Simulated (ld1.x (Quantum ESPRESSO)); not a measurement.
Cl (Z = 17), TM: configuration errors across variants

ld1.x (Quantum ESPRESSO) 7.5 input, shortened:

```
&input
   title='Cl', zed=17., rel=2, dft='WC', iswitch=3,
   config='[Ne] 3s2 3p5 3d-2', rel_dist='average'
 /
 &inputp
   pseudotype=2, tm=.true., lloc=2,
   nlcc=.true., new_core_ps=.true., rcore=0.85
 /
3
3S  1  0   2.00   0.00  1.05  1.05  0.0
3P  2  1   5.00   0.00  1.30  1.30  0.0
3D  3  2  -2.00   0.10  1.35  1.35  0.0
 &test
   configts(1)='3s2 3p5'
 /
```

Open shells are filled in proportion to 2j + 1 (rel_dist='average').

All-electron excitation energies from the reference (eV): (1) 3s2 3p4 13.852; (2) 3s2 3p3 39.284; (3) 3s2 3p2 77.589; (4) 3s2 3p5.3 -2.130; (5) 3s1 3p5 26.528; (6) 3s1 3p6 12.120; (7) 3s2 3p4.5 5.571.

4 further variants failed, have other tests or another functional or relativity, and are left out.

Errors AE − PS in meV (a dash: test not solved or not reliable):

| change | (1) | (2) | (3) | (4) | (5) | (6) | (7) | bound ghosts |
| --- | --- | --- | --- | --- | --- | --- | --- | --- |
| base | +6.9 | +45 | +150 | +0.3 | +9.7 | -0.5 | +1.3 | none |
| wave 3p (bound): rc 1.30 bohr becomes 3p (bound): rc 0.90 bohr | +9.2 | +51 | +157 | +0.1 | +15 | +0.4 | +2.1 | none |
| core correction Bessel-smoothed model core inside 0.76 bohr | +6.9 | +45 | +150 | +0.3 | +9.7 | -0.5 | +1.3 | none |
| all radii but the core radius scaled by about 0.97 (s 1.02, p 1.26, d 1.30 bohr) | +7.5 | +48 | +162 | +0.3 | +11 | -0.5 | +1.4 | none |

Task: Give the same row for: wave 3d channel at 0.1 Ry: rc 1.35 bohr becomes 3d channel at 0.1 Ry: rc 1.82 bohr.

Result: +4.0, +29, +106, +0.1, +4.6, -0.9, +0.7; bound ghosts: none.
